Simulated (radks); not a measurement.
The numbers below are computed, except where a source is named.
Species: Ir LVIII. Configuration: [Ar] 3d2. Code: a radial shooting solver on a logarithmic mesh with Libxc functionals. Model: scalar-relativistic Kohn-Sham, SOGGA, spin-unpolarised, spherical densities, finite nucleus; Fermi nuclear charge, rms radius 5.4032 fm.

Unscreened Slater integrals over Kohn-Sham orbitals (hartree). Empty in this configuration: 4s.

| integral | value |
|---|---|
| F0(3d,3d) | 5.7162 |
| F2(3d,3d) | 2.9610 |
| F4(3d,3d) | 1.9171 |
| F0(3d,3p) | 5.2908 |
| F2(3d,3p) | 2.5368 |
| G1(3d,3p) | 2.6755 |
| G3(3d,3p) | 1.8017 |
| F0(3d,3s) | 5.2567 |
| G2(3d,3s) | 2.0863 |
| F0(3d,2p) | 7.2204 |
| F2(3d,2p) | 2.2126 |
| G1(3d,2p) | 2.0930 |
| G3(3d,2p) | 1.2066 |
| F0(3d,4s) | 3.2736 |
| G2(3d,4s) | 0.31683 |
| F0(3p,3p) | 5.0480 |
| F2(3p,3p) | 2.5225 |
| F0(3p,3s) | 5.0109 |
| G1(3p,3s) | 3.2547 |
| F0(3p,2p) | 6.6904 |
| F2(3p,2p) | 1.7127 |
| G0(3p,2p) | 0.68733 |
| G2(3p,2p) | 0.75933 |
| F0(3p,4s) | 3.2043 |
| G1(3p,4s) | 0.33917 |
| F0(3s,3s) | 4.9869 |
| F0(3s,2p) | 6.5250 |
| G1(3s,2p) | 0.67920 |
| F0(3s,4s) | 3.1957 |
| G0(3s,4s) | 0.26078 |
| F0(2p,2p) | 13.874 |
| F2(2p,2p) | 6.5542 |
| F0(2p,4s) | 3.6929 |
| G1(2p,4s) | 0.20991 |
| F0(4s,4s) | 2.6175 |

Derived for the open shells (J is the average intra-shell exchange parameter used in DFT+U). 3d: Racah B = F2/49 - 5 F4/441 = 0.03869 hartree, C = 35 F4/441 = 0.1522 hartree, C/B = 3.93, F4/F2 = 0.647, J = (F2 + F4)/14 = 0.3484 hartree.
